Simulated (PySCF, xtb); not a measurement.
Si(CCH)(Cl)(H)2 (C2H3ClSi), SMILES C#C[SiH2]Cl.

GFN2-xTB (xtb) at its own geometry gives an orbital gap of 5.34 eV and a dipole moment of 1.56 D.

The structure is a stationary point at PBE0-D3(BJ)/def2-SVP.

**Question.** What does M06-2X/def2-TZVPD in PySCF give? (The exact figures need the calculation; the answer reports its results.)

**Answer.** gap 9.61 eV (levels -9.76 and -0.15 eV), dipole 1.66 D.
